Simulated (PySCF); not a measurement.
# Working out the ionisation energy of Kr²⁺

Kr²⁺ [Ar] 3d10 4s2 4p4 (3P) → Kr³⁺ [Ar] 3d10 4s2 4p3 (4S). Computed with PySCF 2.14 in x2c-TZVPPall, with the spin-free X2C one-electron Hamiltonian (Gaussian nucleus). Frozen: [Ar] 3d10. Energies in hartree (1 hartree = 27.21139 eV):

| part | Kr²⁺ (lower) | Kr³⁺ (upper) |
| --- | --- | --- |
| UHF | -2786.844918 | -2785.582686 |
| CCSD correlation | -0.126971 | -0.096801 |
| (T) | -0.002968 | -0.002165 |

Problem. What does Hartree-Fock give?

Solution. (-2785.582686) − (-2786.844918) = 1.262232 hartree = 34.347 eV.

Problem. What do CCSD and CCSD(T) give?

Solution. The CCSD correlation energies differ by 0.030170 hartree = 0.821 eV and the triples by 0.000803 hartree = 0.022 eV, so CCSD gives 35.168 eV and CCSD(T) 35.190 eV.

A first-order spin-orbit estimate adds 0.238 eV to CCSD(T) (valence), giving 35.428 eV against 35.838 ± 0.02 eV (measured; NIST Atomic Spectra Database, ionization energies).

What remains against the reference includes basis incompleteness, the frozen core and higher excitations.
